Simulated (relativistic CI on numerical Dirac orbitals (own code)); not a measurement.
**Hyperfine structure of Ta⁵²⁺, mass number 181**

Calculated at this level of theory: Dirac-Coulomb-Breit CI, orbitals from a KLI potential per configuration, QED by a radiative potential, unscaled Slater integrals (own radial code, finite nucleus).

Configurations in the expansion (outside the closed core [Ne]): 3s2.3p6.3d3, 3s2.3p5.3d4, 3s.3p6.3d4, 3s2.3p6.3d2.4s, 3s2.3p6.3d2.4p, 3s2.3p6.3d2.4d, 3s2.3p5.3d3.4s, 3s2.3p6.3d2.4f, 3s2.3p5.3d3.4p, 3s.3p6.3d3.4s, 3p6.3d4.4p, 3p6.3d5, 3p5.3d6, 3p5.3d5.4s, 3p6.3d4.4s, 3p5.3d4.4s2, 3s2.3p6.3d.4s2, 3s2.3p6.4s2.4p, 3s2.3p6.4s2.4d. Double excitations out of closed p, d and f shells are left out; levels of such configurations are missing from the list, as are those of other unlisted configurations, and high levels can miss mixing partners. These lack a partner that the ground configuration has and come out too high: 3s2.3p5.3d3.4p.

Nuclear spin I = 7/2, μ = 2.365 μN, Q = 3.17 b (tables of Stone and Pyykkö). The electronic factors are computed for point nuclear moments, without core polarisation or the Bohr-Weisskopf and QED corrections.

```json
{"Level": "3s2.3p6.3d3 4F_5/2", "E (cm⁻¹)": "488149", "A (MHz)": "40250", "B (MHz)": "-104000"}
{"Level": "3s2.3p6.3d3 4P_1/2", "E (cm⁻¹)": "585407", "A (MHz)": "-25810", "B (MHz)": ""}
{"Level": "3s2.3p6.3d3 4F_7/2", "E (cm⁻¹)": "1049186", "A (MHz)": "32960", "B (MHz)": "-22300"}
{"Level": "3s2.3p6.3d3 4F_9/2", "E (cm⁻¹)": "1085678", "A (MHz)": "34590", "B (MHz)": "67500"}
{"Level": "3s2.3p6.3d3 2P_1/2", "E (cm⁻¹)": "1155471", "A (MHz)": "-11120", "B (MHz)": ""}
{"Level": "3s2.3p6.3d3 2H_11/2", "E (cm⁻¹)": "1163117", "A (MHz)": "38730", "B (MHz)": "424000"}
```

Levels with J = 0, under 50 % of one LS term, or S terms without an open s electron are left out. Small factors come from cancelling terms and can be off by tens of per cent or more.

At this charge energies of transitions that change n are usually good to better than 1 %, and those within a shell (Δn = 0) to a few per cent.

Q: Give the hyperfine levels of 3s2.3p6.3d3 4F_5/2 relative to its centre of gravity.

A: With K = F(F + 1) − I(I + 1) − J(J + 1), E = AK/2 + B[¾K(K + 1) − I(I + 1)J(J + 1)]/[2I(2I − 1)J(2J − 1)]: F = 1: -508600, F = 2: -398300, F = 3: -244200, F = 4: -59380, F = 5: 138200, F = 6: 326200 MHz.

LS names give the leading component of a level, which can be under half, so a name can repeat, a term be missing and a line seem to break the LS rules.
